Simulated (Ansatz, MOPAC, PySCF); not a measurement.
Pair of molecules: HF (SMILES F) (first 2 atoms) with CH2F2 (SMILES FCF); geometry from B3LYP-D3(BJ)/def2-TZVP, rigid monomers moved along the line of their centres of mass till H2···F3 is 3.28 Å.
(charge 0, multiplicity 1):
```xyz
7

F     -0.127     0.096    -0.064
H      0.193     0.624     0.634
F      0.869     0.977     3.820
C      0.502    -0.102     4.604
F     -0.601     0.249     5.304
H      1.322    -0.300     5.293
H      0.264    -0.932     3.941
```

Counterpoise-corrected where a basis set is named; no monomer relaxation. Rows marked so take none.

Cores are frozen in the correlated methods. CBS: X⁻³ extrapolation of the correlation energy, Hartree–Fock from the larger set. Rows in 3-21G, 6-311+G**, 6-31G*, STO-3G carry no dispersion term and start afresh at each structure (6-31G* with six Cartesian d functions). The state reached by PM3 isn't checked.

Programs: Ansatz (an electronic-structure program); MOPAC for PM3 (differences of heats of formation); PySCF for 3-21G rows, 6-311+G** rows, 6-31G* rows, STO-3G rows, the dispersion terms. Values without a source in brackets are computed.

Other levels give for the interaction energy: PBE/def2-TZVPPD -0.99; B3LYP/def2-TZVPPD -0.89; B3LYP-D3(BJ)/def2-TZVPPD -1.07; wB97M-V/def2-TZVPPD -1.08; MP2/CBS(aug-cc-pVDZ, aug-cc-pVTZ) + ΔCCSD(T)/aug-cc-pVDZ -1.10 kcal/mol.

Common cheap choices:

```
level                              interaction energy (kcal/mol)  less -1.10 (MP2/CBS(aug-cc-pVDZ, aug-cc-pVTZ) + ΔCCSD(T)/aug-cc-pVDZ)
---------------------------------  -----------------------------  ---------------------------------------------------------------------
PM3                                                        -0.39                                                                   0.71
HF/STO-3G (no counterpoise)                                -0.35                                                                   0.74
HF/3-21G (no counterpoise)                                 -1.19                                                                  -0.09
HF/6-31G*                                                  -1.02                                                                   0.07
HF/6-31G* (no counterpoise)                                -1.18                                                                  -0.09
B3LYP/3-21G (no counterpoise)                              -0.94                                                                   0.15
B3LYP/6-31G* (no counterpoise)                             -1.05                                                                   0.04
B3LYP/6-311+G** (no counterpoise)                          -1.09                                                                   0.00
```
